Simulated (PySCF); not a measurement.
These 2 structures share the formula C3H10N2Si. Computed with PBE0-D3(BJ)/def2-SVP geometry optimisation, gas phase (PySCF 2.14.0). Energies are electronic, without zero-point or thermal terms, for one conformer each. No frequencies were run at this level. Point groups hold within 0.08 Å.

Task: Order them by energy at this level, lowest first, and give relative energies in kJ/mol.
A. `[CH3:1][C@H:2]1[CH2:3][NH:4][SiH2:5][NH:6]1` with C1–C2–C3–N4 161°, C2–C3–N4–Si5 -31°, C3–N4–Si5–N6 12°, N4–Si5–N6–C2 12°
B. `[CH2:1]=[N:2][SiH2:3][N:4]([CH3:5])[CH3:6]` with C1–N2–Si3–N4 -130°, N2–Si3–N4–C5 -49°

Result: A (0.0), B (123.4).

As drawn, the lower has an N–H bond, which the higher lacks; the higher has a C=N bond, which the lower lacks.

```
           SMILES      E (Eh)  E rel (kJ/mol)  dipole (D)  point group     A, B, C (MHz)
C[C@H]1CN[SiH2]N1  -518.72918             0.0        0.80           C1  5525, 2332, 1766
   C=N[SiH2]N(C)C  -518.68219           123.4        0.91           C1  5588, 1646, 1447
```
